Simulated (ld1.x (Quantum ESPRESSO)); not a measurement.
## vanadium (V): one change to a PAW potential, before and after

vanadium (V), PAW, made with ld1.x (Quantum ESPRESSO) 7.5 (LDA (PZ), scalar-relativistic). Core [Ar], reference 3d3 4s2 4p0. Waves: 4s (bound): rcut 2.30, rcutus 2.85 bohr; 4s channel at 0.05 Ry: rcut 2.30, rcutus 2.85 bohr; 4p (bound, empty): rcut 2.60, rcutus 2.85 bohr; 4p channel at 2.25 Ry: rcut 2.60, rcutus 2.85 bohr; 3d (bound): rcut 1.85, rcutus 2.40 bohr; 3d channel at 1.9 Ry: rcut 1.85, rcutus 2.40 bohr. Local part: all-electron potential smoothed inside 1.80 bohr (lloc = -1). Core correction: Bessel-smoothed model core inside 2.50 bohr. Augmentation charge: PSQ, radius 2.00 bohr.

Change: all radii but the core radius scaled by about 1.41 (s 4.02, p 4.02, d 3.38 bohr, rcut 3.24/3.68/2.62); local potential all-electron potential smoothed inside 2.54 bohr (lloc = -1); augmentation PSQ, radius 2.82 bohr.

Cutoffs: the cutoffs (Ry, on a coarse ladder) from which the occupation-weighted sum of valence levels, in a spherical-Bessel basis at the reference potential, stays within 10 and 1 mRy of its value at 400 Ry; they do not see the model core or the augmentation charge, which bear on the density cutoff. Errors are all-electron minus pseudo energies relative to the spin-unpolarised reference configuration.

Question: Predict the effect on cutoff, ghosts and configuration errors.

Answer: The potential gets softer (18 Ry and 25 Ry → 8 Ry and 10 Ry); the number of tests that count goes from 9 to 6 (the test run of the changed file stopped, so its transferability is not established); of the 6 tests that both files solve, the error grows in 4 and shrinks in 0 by more than 15 % and 0.3 meV (median size 6.4 → 11.7 meV); neither file shows a bound ghost at the reference potential, the only one tested. A larger radius leaves more room for a smooth pseudo-wave, so fewer plane waves are needed. More of the atom is replaced by a form fitted at one configuration, so other configurations suffer.

```tsv
quantity	base	changed
cutoff, loose	18 Ry	8 Ry
cutoff, tight	25 Ry	10 Ry
loose cutoff by channel (10 mRy a level)	s 6 Ry, d 15 Ry	s 6 Ry, d 8 Ry
bound ghosts	none	none
tests counted (converged, no solver errors)	9 of 9	6 of 9 (the test run stopped)
error for 3d3 4s1 4p0, meV [ΔE 7.94 eV]	-1.4	-5.3
error for 3d3 4s0 4p0, meV [ΔE 22.49 eV]	-11	-33
error for 3d2 4s0 4p0, meV [ΔE 51.64 eV]	-547	-531
error for 3d3 4s1 4p1, meV [ΔE 3.41 eV]	-0.5	-1.3
error for 3d3.5 4s1.5 4p0, meV [ΔE 0.03 eV]	-21	-18
error for 3d3 4s1.5 4p0, meV [ΔE 3.18 eV]	-0.4	-1.2
lowest overlap eigenvalue by channel	s 0.31, p 0.59, d 0.84	s 0.31, p 0.62, d 0.88
```

Changed file: Tests not counted: 3d1 4s0 4p0 (converged, but collapsed or in another state, printed error -42.8 eV).
